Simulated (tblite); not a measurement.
C₄H₇FOSi.
SMILES with atom numbers: `[CH3:1]/[CH:2]=[C:3](/[SiH3:4])[C:5](=[O:6])[F:7]` (hydrogens: H8, H9, H10 on C1; H11 on C2; H12, H13, H14 on Si4)

The geometry is computed with GFN2-xTB (gas phase).

(1) What internal coordinates does the optimisation give?

Results:

(1) 
```
                     bond  length (Å)   order
                    C1–C2       1.484  single
                    C2=C3       1.345  double
                   C3–Si4       1.895  single
                    C3–C5       1.446  single
                    C5=O6       1.187  double
                    C5–F7       1.386  single
     C1–H8, C1–H9, C1–H10       1.089  single
                   C2–H11       1.083  single
Si4–H12, Si4–H13, Si4–H14       1.462  single
```

Bonds in one row agree within 0.01 Å and their mean is given. Orders are formal, as drawn. A selection of angles:
```
      angle  degrees
   C2–C1–H8    110.1
   C2–C1–H9    110.5
   H8–C1–H9    105.8
  H8–C1–H10    109.2
   C1–C2–C3    126.2
  C1–C2–H11    116.4
  C3–C2–H11    117.4
  C2–C3–Si4    124.3
   C2–C3–C5    119.6
  Si4–C3–C5    116.1
 C3–Si4–H12    108.7
 C3–Si4–H13    108.3
 C3–Si4–H14    106.3
H12–Si4–H13    111.6
   C3–C5–O6    132.1
   C3–C5–F7    110.2
   O6–C5–F7    117.7
```

Torsions: C1–C2–C3–Si4 180° (antiperiplanar); C2–C3–C5–O6 0° (synperiplanar). The mirror-image conformer, all signs reversed, is as good.

Si4 (SiH3 silicon) is tetrahedral (angles from 106.3° to 111.6°). Of the pairs four or more bonds apart, C1···O6 is among the closest relative to their van der Waals radii: 2.83 Å, 88 % of the sum of Bondi's values. The 7 heavy atoms lie in one plane (0.002 Å rms). The 3 C–C bonds span 1.345 Å (C2=C3, drawn double) to 1.484 Å (C1–C2, drawn single), a spread of 0.139 Å.

Point group: near Cs, missed by 0.13 Å at most; the miss may be what the optimiser left on a soft mode. GFN2-xTB frequencies show an imaginary mode (28i cm⁻¹), so the point is no minimum at that level. 3 starts were optimised and ended at 0.00, 0.94 and 0.96 kcal/mol (GFN2-xTB); the lowest of these is shown.
